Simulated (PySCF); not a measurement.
# Working out the excitation energy of Si⁺

Si⁺ [Ne] 3s2 3p1 (2P) → Si⁺ [Ne] 3s2 4s1 (2S). Calculation: PySCF 2.14, in aug-cc-pV(T+d)Z; no relativity, point nucleus. Frozen: [Ne]. Energies in hartree (1 hartree = 27.21139 eV):

```csv
part,Si⁺ (lower),Si⁺ (upper)
UHF,-288.575956,-288.282406
CCSD correlation,-0.058738,-0.054927
(T),-0.001103,-0.001104
```

Q: What does Hartree-Fock give?

A: (-288.282406) − (-288.575956) = 0.293550 hartree = 7.988 eV.

Q: What do CCSD and CCSD(T) give?

A: The CCSD correlation energies differ by 0.003811 hartree = 0.104 eV and the triples by -0.000001 hartree = 0.000 eV, so CCSD gives 8.092 eV and CCSD(T) 8.092 eV.

Measured between the centres of the two terms (NIST): 8.097 eV, so CCSD(T) (valence) is off by -0.005 eV.

What remains against the reference includes basis incompleteness, the frozen core and higher excitations.
